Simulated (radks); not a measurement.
Problem. The mean radii <r> (bohr) of the occupied orbitals of an atom or ion are listed with their occupations. All-electron calculation, scalar-relativistic Kohn-Sham, LDA (Slater exchange, VWN5 correlation), spin-polarised, spherical densities, finite nucleus; Fermi nuclear charge, rms radius of each element as measured or else 0.836 A^(1/3) + 0.57 fm. Program: a radial shooting solver on a logarithmic mesh with Libxc functionals.

orbital  occ.      <r>
1s up       1  0.01775
1s down     1  0.01775
2s up       1  0.07489
2s down     1  0.07489
2p up       3  0.06722
2p down     3  0.06722
3s up       1   0.1916
3s down     1   0.1916
3p up       3   0.1915
3p down     3   0.1914
3d up       5   0.1726
3d down     5   0.1725
4s up       1   0.3865
4s down     1   0.3865
4p up       3   0.3975
4p down     2   0.3976

Name the element and its charge. Open shells, if any, are filled with parallel spins first.

Solution. Z = 76, osmium, charge +41: Os41+ in [Ar] 3d10 4s2 4p5. The 1s radius gives Z: for a bare nucleus <r> = (2 gamma + 1)/(2Z) with gamma = sqrt(1 - (Z/c)^2), 0.01753 bohr for Z = 76, and screening makes it slightly larger (0.01775 here). The occupations add up to 35, and the charge is Z minus that.
